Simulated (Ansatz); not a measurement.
The cation of BFH₂O₂, SMILES `OB(O)F` at the neutral geometry.

```yaml
crystal:
  periodic: [false, false, false]
  atoms:
    - {symbol: O, position_ang: [-0.477531, 0.971031, -0.208425]}
    - {symbol: B, position_ang: [-0.023843, -0.307502, -0.106485]}
    - {symbol: O, position_ang: [0.989372, -0.635178, 0.726051]}
    - {symbol: F, position_ang: [-0.573084, -1.280620, -0.833162]}
    - {symbol: H, position_ang: [-1.198901, 1.066081, -0.834258]}
    - {symbol: H, position_ang: [1.325987, 0.122188, 1.209980]}
basis:
  gaussian: {orbitals: def2-TZVPP}
total_charge: 1
magnetization: {spin_polarized: true, initial_magnetization: 1}
hamiltonian: {xc: {name: wB97M-V}}
```

```sh
$ ansatz run in.yaml --threads 2 --pin off --events-out ev --progress --plain
```

Output, abridged:

```
Functional definition: wB97M-V
745 factors; their error is unknown
169 factors; integrals over basis functions are off by at most 1.0e-5 eV
mean field evaluation 1: about -7505.2053 eV, gradient 5.3e1 eV
mean field evaluation 2: about -7506.2741 eV, gradient 5.2e1 eV
mean field evaluation 4: about -7513.1859 eV, gradient 2.3e0 eV
mean field evaluation 8: about -7513.2071 eV, gradient 1.4e-1 eV
mean field evaluation 16: about -7513.2178 eV, gradient 1.1e-3 eV
mean field -7513.21781111 eV, -276.1056619164 hartree, gradient 1.4e-5 eV, S^2 0.769391; 6 other end points of the search recorded, 0 dependent functions left out
reference -7513.21784602 eV, -276.1056631993 hartree; 16, 15 occupied and 136, 137 virtual orbitals, 745 factors
Total energy: -7513.21784602 eV, -276.1056631993 hartree
```

Hardware: 2 threads of a server CPU on a shared host. Wall time 9.5 s, peak host memory 0.43 GiB.
